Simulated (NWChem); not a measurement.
System: C$_{2}$H$_{2}$BFN$_{2}$; SMILES FB1N=CC=N1

The following NWChem deck was run.

```
start job
memory heap 200 mb stack 900 mb global 1100 mb
geometry units angstroms noautosym nocenter noautoz
  F      0.000000     0.000000    -2.030315
  B      0.000000     0.000000    -0.714761
  N      0.000000     1.261090     0.107450
  C      0.000000     0.775734     1.297362
  C      0.000000    -0.775734     1.297362
  N      0.000000    -1.261090     0.107450
  H      0.000000     1.394592     2.220112
  H      0.000000    -1.394592     2.220112
end
basis spherical
  * library 6-31g*
end
dft
  xc hfexch
  iterations 150
  mulliken
end
task dft energy
esp
  recalculate
  probe 0.07
  range 0.3
  factor 1.0
  spacing 0.02
end
task esp
```

Geometry: optimised at PBE-D3(BJ)/def2-SVP.

Atomic charges in e: unrestrained fits to the electrostatic potential beside Mulliken populations; buried atoms are poorly determined by the fit.

Atoms are numbered as in the input.

Q: Predict the main results of this run. (Hartree-Fock/6-31G* (spherical d).) Quantities: ESP F1; Mulliken F1; ESP B2; Mulliken B2; ESP N3; Mulliken N3; ESP C4; Mulliken C4; ESP C5; Mulliken C5; relative RMS misfit of the potential (%).

A: The ESP F1 is -0.42 and the Mulliken F1 comes out as -0.36. The ESP B2 comes out as 1.23 and the Mulliken B2 is 0.92. The ESP N3 comes out as -0.74 and the Mulliken N3 is -0.53. The ESP C4 is 0.26, the Mulliken C4 is 0.02 and the ESP C5 comes out as 0.26. The Mulliken C5 comes out as 0.02 and the relative RMS misfit of the potential (%) comes out as 19.
